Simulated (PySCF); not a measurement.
Species: C4H6BF3.
InChI=1S/C4H6BF3/c1-3(5)2-4(6,7)8/h1-2,5H2

Torsions of this conformer, `[BH2:1][C:2](=[CH2:3])[CH2:4][C:5]([F:6])([F:7])[F:8]`: B1–C2–C4–C5 83°, C2–C4–C5–F6 -60°.

The closed-shell ground state was solved at several levels (PySCF, density fitting, gas phase, non-relativistic). Isolated species at its GFN2-xTB geometry (one conformer only).

```
              level  basis functions  total energy (Eh)  HOMO (eV)  LUMO (eV)  gap (eV)  dipole (D)
      PBE0/pcSseg-1              166          -479.8363      -8.54      -2.32      6.22        2.55
CAM-B3LYP/def2-SVPD              217          -479.8816      -9.89      -1.25      8.64        2.67
```

Task: What might B3LYP/pcJ-1 (276 basis functions) give for the same quantities?

Result: Total energy -480.4046 Eh, HOMO -8.29 eV, LUMO -2.51 eV, gap 5.78 eV, dipole 2.56 D.

Task: Over all these levels, which gives the widest orbital gap and which the narrowest?

Result: CAM-B3LYP/def2-SVPD (range-separated hybrid) has the widest, 8.64 eV, and B3LYP/pcJ-1 (global hybrid, 20 % exact exchange) the narrowest, 5.78 eV. Functional and basis both differ between the two, so the spread mixes both effects.

Task: How far do the dipole and the HOMO energy spread over the levels?

Result: The dipole runs from 2.55 to 2.67 D (mean 2.59 D) and the HOMO from -9.89 to -8.29 eV.
